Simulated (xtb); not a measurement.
The molecule MoO, multiplicity 5 (the spin of the measured ground state). No spin–orbit coupling. The T1 diagnostic near the minimum is 0.060, so single-reference values are doubtful.

The constants come from a fifth-degree fit in 1/R (seven points, main isotopes). Runs in def2 and cc sets follow the lowest solution found near the PBE0 minimum.

Codes used: xtb for the GFN methods. Each number belongs to the level named beside it. The GFN methods have no spin term and hold the electronic entropy of 300 K.

Energies at GFN2-xTB:

```json
[
 {"R (Å)": "1.563727", "E (hartree)": "-5.87619283"},
 {"R (Å)": "1.605763", "E (hartree)": "-5.88626367"},
 {"R (Å)": "1.644436", "E (hartree)": "-5.89176557"},
 {"R (Å)": "1.688153", "E (hartree)": "-5.89468516"},
 {"R (Å)": "1.731870", "E (hartree)": "-5.89493955"},
 {"R (Å)": "1.782313", "E (hartree)": "-5.89275898"},
 {"R (Å)": "1.841163", "E (hartree)": "-5.88776378"}
]
```

**Question.** With a reduced mass of 13.7488 u, find the minimum, the force constant and the constants.

**Answer.** A fifth-degree polynomial in 1/R puts the minimum at r_e = 1.7144 Å with force constant 510 N/m. Then ω_e = (1/2πc)√(k/μ) = 794 cm⁻¹ and B_e = h/(8π²cμr_e²) = 0.4172 cm⁻¹; the cubic and quartic terms give α_e = 0.0035 and ω_e x_e = 3.6 cm⁻¹.
